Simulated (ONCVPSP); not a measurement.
# Before and after: ONCV potential for Zr

Zr, optimised norm-conserving Vanderbilt (ONCV), made with ONCVPSP 4.0.1 (LDA (Perdew-Zunger), scalar-relativistic). Core [Ar] 3d10, reference 4s2 4p6 4d2 5s1 (charge +1). Waves: 4s+5s: rc 1.70 bohr, ncon 4, nbas 7, qcut 6.9 1/bohr, 2 projectors; 4p: rc 1.45 bohr, ncon 3, nbas 7, qcut 6 1/bohr, 2 projectors, debl 2.6 Ha; 4d: rc 1.95 bohr, ncon 4, nbas 7, qcut 4.9 1/bohr, 2 projectors, debl 1.9 Ha; f scattering state at 0.02 Ha: rc 1.80 bohr, ncon 3, nbas 7, qcut 6.8 1/bohr, 2 projectors, debl 1.7 Ha. Local part: polynomial inside 1.00 bohr (lpopt 5, dvloc0 -1 Ha). Core correction: Teter function, fcfact 5.75, rcfact 1.25.

All-electron outer shells of the reference configuration (LDA (Perdew-Zunger), scalar-relativistic, ld1.x):

| shell | level (eV) | outermost node (bohr) | outermost maximum (bohr) |
| --- | --- | --- | --- |
| 3d | -181.72 | – | 0.35 |
| 4s | -61.27 | 0.55 | 1.08 |
| 4p | -39.25 | 0.56 | 1.17 |
| 5s | -10.22 | 1.46 | 2.96 |
| 4d | -10.19 | 0.58 | 1.59 |

Change: s: qcut 8.6; p: qcut 7.5; d: qcut 6.1; f: qcut 8.5.

Cutoffs: the cutoffs (Ha) at which the residual kinetic energy of the hardest occupied pseudo-wave falls to 1 and 0.1 mHa per electron; they do not see the model core or the augmentation charge, which bear on the density cutoff. Errors are all-electron minus pseudo energies relative to the spin-unpolarised reference configuration.

Problem. What does the change do?

Solution. The potential gets neither clearly harder nor softer (18 Ha and 69 Ha → 22 Ha and 26 Ha); the s channel sets the loose cutoff, while the largest relative change is in p, which becomes harder; of the 4 tests that both files solve, the error grows in 0 and shrinks in 1 by more than 15 % and 0.3 meV (median size 1.4 → 1.3 meV); neither file shows a bound ghost.

```csv
quantity,base,changed
"cutoff, loose",18 Ha,22 Ha
"cutoff, tight",69 Ha,26 Ha
loose cutoff by channel,"s 18 Ha, p 16 Ha, d 15 Ha","s 22 Ha, p 21 Ha, d 14 Ha"
bound ghosts,none,none
GHOST(+) flags under 300 eV,"s at 52.6 eV, d at 143.1 eV",s at 52.4 eV
"error for 4s2 4p6 4d2 5s2, meV [ΔE -7.35 eV]",+0.6,+0.7
"error for 4s2 4p6 4d2 5s0, meV [ΔE 13.24 eV]",-2.2,-1.9
"error for 4s2 4p6 4d1 5s0, meV [ΔE 36.06 eV]",+4.5,+2.2
"error for 4s2 4p6 4d2.5 5s1.5, meV [ΔE -6.83 eV]",+0.1,0.0
s: phases at 1.72 bohr within 0.05 rad from the reference energy up to (Ha; the scan ends near 5),1.6,1.7
p: phases at 1.47 bohr within 0.05 rad from the reference energy up to (Ha; the scan ends near 5),4.7,4.9
d: phases at 1.97 bohr within 0.05 rad from the reference energy up to (Ha; the scan ends near 5),to the end of the scan,to the end of the scan
f: phases at 1.83 bohr within 0.05 rad from the reference energy up to (Ha; the scan ends near 5),4.1,4.7
"rms error of d²Exc/dni dnj with the model core, mHa",0.58,0.80
```
